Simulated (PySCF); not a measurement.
Species: C2H6OSi.
SMILES: `CC(=O)[SiH3]`

The calculation used PBE0-D3(BJ)/def2-SVP geometry optimisation, gas phase in PySCF.

Take the most abundant isotopes and a rigid rotor. 

Task: What are A, B and C (cm⁻¹)?

Result: Ia = 53.61, Ib = 122.42, Ic = 166.89 u·Å²; 505379 MHz·u·Å²/I gives 9428, 4128 and 3028 MHz, that is A = 0.31448, B = 0.13770, C = 0.10101 cm⁻¹.

Task: Classify the top.

Result: An asymmetric top. Ray's parameter κ = (2B − A − C)/(A − C) = -0.656; −1 is the prolate and +1 the oblate limit.

Task: Is it planar, by Δ = Ic − Ia − Ib?

Result: Not planar: Δ = Ic − Ia − Ib = -9.14 u·Å². For a rigid frame Δ = −2 Σ m c², so Σ m c² = 4.57 u·Å² lies off the ab plane, practically all of it from hydrogen. The atom farthest from that plane is 1.34 Å away.

Task: Give the other two planar moments, Paa and Pbb, and the rms extents of the mass along the axes.

Result: Paa = Σ m a² = (Ib + Ic − Ia)/2 = 117.85 and Pbb = Σ m b² = (Ia + Ic − Ib)/2 = 49.04 u·Å². With the mass M = 74.02 u, the rms extents √(P/M) along a, b and c are 1.26, 0.81, 0.25 Å.

Task: List the rotational levels J(Ka,Kc) to J = 4 (cm⁻¹).

Result: Above 0(0,0):
J = 1: 1(0,1) 0.2387, 1(1,1) 0.4155, 1(1,0) 0.4522
J = 2: 2(0,2) 0.7110, 2(1,2) 0.8562, 2(1,1) 0.9663, 2(2,1) 1.4966, 2(2,0) 1.5018
J = 3: 3(0,3) 1.4072, 3(1,3) 1.5143, 3(1,2) 1.7340, 3(2,2) 2.2128, 3(2,1) 2.2378, 3(3,1) 3.1914, 3(3,0) 3.1918
J = 4: 4(0,4) 2.3158, 4(1,4) 2.3867, 4(1,3) 2.7505, 4(2,3) 3.1636, 4(2,2) 3.2349, 4(3,2) 4.1553, 4(3,1) 4.1584, 4(4,1) 5.5131, 4(4,0) 5.5131
The levels of one J sum to (2J + 1)J(J + 1)(A + B + C)/3.

Task: Which types of transition are allowed, and where do some lines up to J = 5 fall?

Result: The dipole components are |μa| = 0.27 D, |μb| = 2.34 D, |μc| = 0.05 D. The squared components, which scale the intensities, stand as 0.01 : 1.00 : 0.00 (a : b : c). Some lines, for components of 0.1 D or more:

```
type  branch         J(Ka,Kc)    MHz  lower level (cm⁻¹)
   a       Q  2(1,1) ← 2(1,2)   3300               0.856
   a       Q  5(2,3) ← 5(2,4)   4585               4.346
   a       Q  3(1,2) ← 3(1,3)   6586               1.514
   b       R  3(1,2) ← 2(2,1)   7117               1.497
   b       R  3(0,3) ← 2(1,2)  16518               0.856
   b       Q  5(3,2) ← 5(2,3)  26259               4.499
   a       R  4(0,4) ← 3(0,3)  27238               1.407
   b       Q  4(3,1) ← 4(2,2)  27686               3.235
   b       Q  3(3,0) ← 3(2,1)  28600               2.238
   a       R  4(2,2) ← 3(2,1)  29892               2.238
   b       R  2(2,1) ← 1(1,0)  31311               0.452
   b       R  2(2,0) ← 1(1,1)  32566               0.415
   a       R  5(2,4) ← 4(2,3)  35440               3.164
   a       R  5(2,3) ← 4(2,2)  37886               3.235
   b       R  3(2,1) ← 2(1,2)  41419               0.856
   b       R  4(2,3) ← 3(1,2)  42858               1.734
   b       R  3(3,0) ← 2(2,1)  50821               1.497
   b       R  4(4,0) ← 3(3,1)  69603               3.191
```

PBE0-D3(BJ)/def2-SVP frequencies: not computed here. Constants of a rigid frame at the computed geometry: no zero-point averaging, no centrifugal distortion. A rigid rotor knows nothing of internal rotation, which can split or shift real lines.
